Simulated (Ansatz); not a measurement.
Li5Br4, 9 atoms. Hardware: 4 threads of Arm Neoverse N1 on a shared host.

Correlated methods freeze 36 core orbitals; core or outer-core shells of Li, Br are correlated, in sets that lack core-valence functions.

Question: How many basis functions does each of these Ansatz runs have, and roughly what does it cost? B97M-V/def2-TZVP, charge 0 doublet, energy, from earlier orbitals; RPA@PBE/def2-TZVP, charge 0 doublet, energy, from earlier orbitals; PBE-D4/def2-SVP, charge 0 doublet, energy with a search over starts; revPBE-D4/def2-TZVP, charge 0 doublet, energy, from earlier orbitals; PBE-D4/def2-SVP, charge 0 doublet, relaxation, 23 steps; MP2/def2-TZVP, charge 0 doublet, energy, from earlier orbitals; PBE0-D4/def2-SVP, charge 0 doublet, energy, from earlier orbitals; PBE0-D4/def2-TZVP, charge 0 doublet, energy, from earlier orbitals; HF/STO-3G, charge 0 doublet, energy; PBE-D4/def2-SVP, charge 0 doublet, energy, from earlier orbitals; LC-ωPBE/def2-TZVP, charge 0 doublet, energy, from earlier orbitals; PBE-D4/def2-TZVP, charge 0 doublet, energy and forces, from earlier orbitals.

Answer: Other jobs shared the machine, so times can vary by a factor of up to 3. A dash marks memory too small to be measured apart from the calling script's.

| run | functions | fitting or Cholesky vectors | wall time | peak host memory (GiB) |
| --- | --- | --- | --- | --- |
| HF/STO-3G, charge 0 doublet, energy | 97 | 1016 | 2.3 s | – |
| PBE-D4/def2-SVP, charge 0 doublet, energy, from earlier orbitals | 173 | 2060 | 9.5 s | – |
| PBE-D4/def2-SVP, charge 0 doublet, energy with a search over starts | 173 | 2060 | 11 s | – |
| revPBE-D4/def2-TZVP, charge 0 doublet, energy, from earlier orbitals | 262 | 2149 | 13 s | – |
| PBE-D4/def2-TZVP, charge 0 doublet, energy and forces, from earlier orbitals | 262 | 2149 | 15 s | – |
| PBE0-D4/def2-SVP, charge 0 doublet, energy, from earlier orbitals | 173 | 1869 | 20 s | 1.1 |
| LC-ωPBE/def2-TZVP, charge 0 doublet, energy, from earlier orbitals | 262 | 2149 | 21 s | 1.2 |
| PBE0-D4/def2-TZVP, charge 0 doublet, energy, from earlier orbitals | 262 | 2048 | 31 s | 1.4 |
| MP2/def2-TZVP, charge 0 doublet, energy, from earlier orbitals | 262 | 2048 | 32 s | 1.4 |
| RPA@PBE/def2-TZVP, charge 0 doublet, energy, from earlier orbitals | 262 | 2048 | 33 s | 0.91 |
| B97M-V/def2-TZVP, charge 0 doublet, energy, from earlier orbitals | 262 | 2149 | 68 s | 0.97 |
| PBE-D4/def2-SVP, charge 0 doublet, relaxation, 23 steps | 173 | 2060 | 2.2 min | – |
